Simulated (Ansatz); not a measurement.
The lowest singlet and triplet of NH2 (SMILES [NH2+]); geometries from B3LYP-D3(BJ)/def2-TZVP, each state relaxed from the structure named, with no frequency check.
Singlet at the triplet's geometry (charge 1, multiplicity 1):
```xyz
3

N      0.000    -0.051     0.000
H     -1.011     0.177     0.000
H      1.010     0.182     0.000
```

A positive gap puts the triplet lower; no zero-point energy. R- takes a restricted singlet. U- takes an unrestricted singlet (broken symmetry where lower, unprojected). The triplet is unrestricted in single-reference levels. Active spaces average the two states.

Cores are frozen in the correlated methods.

Programs: Ansatz (Gaussian basis) for Hartree–Fock, density functionals and correlated methods. Values without a source in brackets are computed.

Problem. One of these levels gives 1.880 eV for the gap E(singlet) − E(triplet), vertical, at the triplet's geometry. Which one is it?
A. U-PBE/def2-TZVPP (spin-contaminated)
B. R-HF/cc-pVQZ
C. SC-NEVPT2 on SA-CASSCF(6,6)/cc-pVTZ
D. R-B3LYP/def2-TZVPP

Solution. C, SC-NEVPT2 on SA-CASSCF(6,6)/cc-pVTZ. The others give 2.948 (R-HF/cc-pVQZ), 0.676 (U-PBE/def2-TZVPP (spin-contaminated)), 2.178 (R-B3LYP/def2-TZVPP)

Doubts at one or more of the structures used: a restricted determinant that unrestricted orbitals would lower (R-HF/cc-pVQZ, R-B3LYP/def2-TZVPP).

Ansatz is an electronic-structure program.
